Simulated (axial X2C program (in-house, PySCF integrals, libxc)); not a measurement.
# AlSe⁻: properties at the nuclei

Calculated with an in-house all-electron X2C program for linear molecules (integrals from PySCF): two-component X2C with atomic mean-field Coulomb and Gaunt terms, Gaussian nuclei, basis Se dyall-acv3z, Al dyall-av3z with contracted cores.

R = 2.236 Å (near the PBE0 minimum at charge -1 of the determinant lowest at the starting distance; the state shown can have its own minimum elsewhere).

Determinant lowest in the PBE0 search, Ω = 0 (closed shell), highest spinor 35% Al p, 30% Se p, 26% Al s:

| level | qzz Se (a.u.) | qzz Al (a.u.) |
| --- | --- | --- |
| PBE0 | -0.49 | -1.05 |
| HF | -0.46 | -1.19 |
| r2SCAN | -0.60 | -1.02 |
| PBE50 | -0.44 | -1.10 |
| PBE | -0.54 | -0.98 |

Determinant 2.14 eV from it at PBE0 and this distance, Ω = 2 (⟨Sz⟩ = 0.99, ⟨Lz⟩ = 1.01 at PBE0), spin on the atoms Se 0.17, Al 0.83:

```tsv
level	Eeff magnitude (GV/cm)	Ws magnitude Se (kHz)	Ws magnitude Al (kHz)	A∥/gI Se (MHz)	qzz Se (a.u.)	A∥/gI Al (MHz)	qzz Al (a.u.)
PBE0	0.624	0.108	0.0266	87.7	3.39	168	-0.27
HF	0.975	0.176	0.0328	77.5	2.87	204	-0.48
r2SCAN	0.826	0.15	0.0274	105	3.01	204	-0.27
PBE50	0.74	0.131	0.0283	81	3.37	174	-0.30
PBE	0.494	0.0812	0.0248	97.7	3.36	165	-0.24
```

Eeff is the effective electric field on the electron electric dipole moment in this Ω state and Ws the scalar–pseudoscalar constant of the nucleus named (defined with the proton number Z and per Ω); A∥ (defined per Ω) follows by multiplying with gI = μI/(I μN); qzz is the electric field gradient, eQq0 = 234.96 MHz × Q/barn × qzz. The operators were transformed with the bare-nucleus X2C matrices; with these basis sets, hyperfine constants and field gradients can be off by tens of per cent, and where levels differ in sign neither size nor sign is settled.

With Q(27Al) = 0.1466 barn (Q from Pyykkö, Mol. Phys. 2018), turn the PBE0 values of the first state into constants in MHz.

eQq0(27Al) = 234.96 × (0.1466) × (-1.05) = -36.2 MHz.

Each state is one determinant with collinear spin, which with several unpaired electrons need not be a pure state. Unrestricted Hartree–Fock can overshoot spin polarisation at the nuclei. For an anion, determinants above electron detachment, or with a positive highest level, are held by the basis set. With several open shells hyperfine constants can be off by a factor of several. Open-shell Ω = 0 determinants with evenly filled partner blocks cannot be reached by this program, so the Ω shown need not be the lowest component. The search compared states at one distance, so a state with another bond length can lie lower. Further determinants of the search, some of them spin-mixed, are not shown. PBE0 term energies can be off by some tenths of an eV.
